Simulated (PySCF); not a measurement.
Species: C5H7FNS (doublet state).
Geometry (GFN2-xTB, Å), atoms numbered from 1 in this order:
```xyz
15
C5H7FNS angstrom
C      2.9636   -0.2273   -0.3269
N      2.0442   -0.8266   -0.9870
C      0.7536   -0.6659   -1.0175
C     -0.0342   -0.0780    0.0591
C     -1.5224   -0.4273    0.1227
C     -2.0874    0.9779   -0.0526
F     -2.8959    1.0996   -1.1436
S     -0.4544    1.7706   -0.2615
H      3.9298   -0.6995   -0.2652
H      2.8464    0.7651    0.0976
H      0.2468   -1.0018   -1.9103
H      0.4852   -0.1132    1.0163
H     -1.8199   -0.9023    1.0565
H     -1.8252   -1.0634   -0.7095
H     -2.6347    1.4001    0.7942
```

The hyperfine couplings belong to this conformer and change with its torsions.

As a line formula: `C=N[CH][C@@H]1C[C@H](F)S1` [radical].

Computed, not measured: PySCF 2.14.0, UKS B3LYP, pcH-1 on C F H N S, non-relativistic, mean-field spin-orbit, GIAO. One conformer (not necessarily the lowest) at the GFN2-xTB geometry, without solvent, vibrations or thermal averaging. Couplings are sensitive to structure, and on GFN2-xTB geometries they can be far from those on DFT ones. The frame is twisted about the N2–C3 bond at this geometry (dihedral C1–N2–C3–C4 = -24°); couplings at other torsion angles weren't computed. Stability of the SCF solution: not tested.

Principal values of hyperfine tensors in MHz (contact, dipolar and spin–orbit terms together), for some of the nuclei:

```tsv
atom	isotope	A1	A2	A3
C1	13C	16.56	18.30	130.96
C3	13C	10.99	12.74	142.02
S8	33S	7.05	9.56	53.57
H9	1H	-40.50	-25.72	-1.19
H10	1H	-33.46	-19.33	0.55
C5	13C	15.37	16.09	17.72
N2	14N	-2.36	14.32	34.13
H12	1H	3.97	4.60	12.45
```

(1) Give the isotropic coupling of each nucleus in MHz and in mT (g = 2.0028), and the anisotropic part.

(2) What spin density at the nucleus of H10 lies behind its contact coupling (g_N = 5.58569)?

(3) H11 (1H, g_N = 5.58569) isn't in the table. Its spin density at the nucleus is -0.006745 bohr⁻³. What is its contact coupling?

(4) Name the largest traceless tensor T of the table and describe it.

(5) In a single crystal, with the field along each principal axis of the tensor of C1 in turn, what first-order splitting does this nucleus give (isotropic g, quadrupole terms neglected)?

## Answers

(1) a_iso = (A1 + A2 + A3)/3, Ti = Ai − a_iso; 1 mT corresponds to 28.032 MHz. The tensors hold a spin–orbit part: the run splits a_iso into a_FC + a_SO, and T includes its anisotropic share.

```json
{"atom": "C1", "a_iso (MHz)": "55.27", "a_FC": "55.33", "a_SO": "-0.06", "a_iso (mT)": "1.972", "T1": "-38.72", "T2": "-36.97", "T3": "75.69"}
{"atom": "C3", "a_iso (MHz)": "55.25", "a_FC": "55.27", "a_SO": "-0.02", "a_iso (mT)": "1.971", "T1": "-44.26", "T2": "-42.51", "T3": "86.77"}
{"atom": "S8", "a_iso (MHz)": "23.39", "a_FC": "23.31", "a_SO": "0.09", "a_iso (mT)": "0.834", "T1": "-16.34", "T2": "-13.84", "T3": "30.18"}
{"atom": "H9", "a_iso (MHz)": "-22.47", "a_FC": "-22.47", "a_SO": "0.00", "a_iso (mT)": "-0.802", "T1": "-18.03", "T2": "-3.25", "T3": "21.28"}
{"atom": "H10", "a_iso (MHz)": "-17.41", "a_FC": "-17.41", "a_SO": "0.00", "a_iso (mT)": "-0.621", "T1": "-16.05", "T2": "-1.91", "T3": "17.96"}
{"atom": "C5", "a_iso (MHz)": "16.39", "a_FC": "16.40", "a_SO": "-0.01", "a_iso (mT)": "0.585", "T1": "-1.02", "T2": "-0.31", "T3": "1.33"}
{"atom": "N2", "a_iso (MHz)": "15.36", "a_FC": "15.39", "a_SO": "-0.03", "a_iso (mT)": "0.548", "T1": "-17.72", "T2": "-1.04", "T3": "18.77"}
{"atom": "H12", "a_iso (MHz)": "7.00", "a_FC": "7.01", "a_SO": "-0.01", "a_iso (mT)": "0.250", "T1": "-3.04", "T2": "-2.41", "T3": "5.45"}
```

(2) a_FC = (2μ0/3) gₑ μB g_N μN ρ(0)/(2S·h) = 800.24 MHz × g_N × ρ(0)/(2S), with ρ in bohr⁻³. With a_FC = -17.41 MHz and 2S = 1, ρ(0) = -0.003896 bohr⁻³. In magnitude that is 1.2 % of the 1/π = 0.318 of a free hydrogen atom.

(3) By the same relation, a_FC = -30.2 MHz. Its full tensor has the principal values -49.91, -33.24, -7.27 MHz.

(4) C3: -44.3, -42.5, 86.8 MHz, nearly axial, close to the ratio −1:−1:+2, the form that spin in one p orbital centred on that nucleus gives.

(5) 2 lines (I = 1/2), spaced by |A_i|/(g × 13.996): 0.59, 0.65, 4.67 mT along the axes of A1, A2 and A3.
